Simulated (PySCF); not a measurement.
Computed properties of 2-fluorocyclopenta-1,3-diene (C5H5F), SMILES C1(C=CCC=1)F

C₅H₅F, SMILES FC1=CCC=C1. Coordinates come from a PBE0-D3(BJ)/def2-SVP optimisation. One conformer was computed; it need not be the lowest. All values are computed for the isolated molecule unless a solvent is named; none is compared with measurement here.

**Structure.** The optimised structure has Cs symmetry. All 27 harmonic modes at PBE0-D3(BJ)/def2-SVP (PySCF) are real, so it is a minimum. With heavy atoms numbered as in [F:1][C:2]1=[CH:3][CH2:4][CH:5]=[CH:6]1, the shortest bond between them is F1–C2 at 1.325 Å and the longest C4–C5 at 1.498 Å.

**Vibrations.** The strongest infrared lines (harmonic, unscaled, degenerate partners summed) lie at 1729 cm⁻¹ (105 km/mol, C 93 %), 1442 cm⁻¹ (86 km/mol, C 78 %, H 18 %), 782 cm⁻¹ (40 km/mol, H 55 %, C 44 %). The softest mode is at 265 cm⁻¹ and the zero-point energy is 53.5 kcal/mol.

**Electronic structure.** CAM-B3LYP/def2-TZVP (PySCF) places the frontier levels at -7.77 and 0.46 eV, a gap of 8.23 eV, and gives a dipole moment of 1.90 D and a mean polarisability of 54.6 bohr³. PBE/def2-TZVP (PySCF) at the same geometry gives -5.40 and -1.59 eV, so its gap is 4.42 eV narrower. An orbital gap is neither the optical nor the fundamental gap.

**Excitations.** TDA-PBE0/def2-SVPD (PySCF) has S1 at 5.48 eV (226 nm, f = 0.125, bright); the most intense of the 10 singlets computed lies at 5.48 eV (f = 0.12). T1 (TDA) is at 3.10 eV, 2.38 eV under S1. TDA-PBE/def2-SVPD (PySCF) puts S1 at 5.18 eV. No vertical singlet excitation falls in the visible range (under 3.1 eV).

**NMR.** GIAO shifts at HF/pcSseg-1 (PySCF) (non-relativistic, atoms alike by connectivity averaged): ¹³C from 34.7 to 172.2 ppm against TMS; ¹H from 3.1 to 7.1 ppm against TMS; ¹⁹F at -109.2 ppm against CFCl3.

**Solvation.** SMD-B3LYP/6-31G* (PySCF) gives 0.1 kcal/mol in water, -2.7 kcal/mol in dimethylsulfoxide, -3.0 kcal/mol in 1-octanol (1 M in both phases, gas-phase geometry).
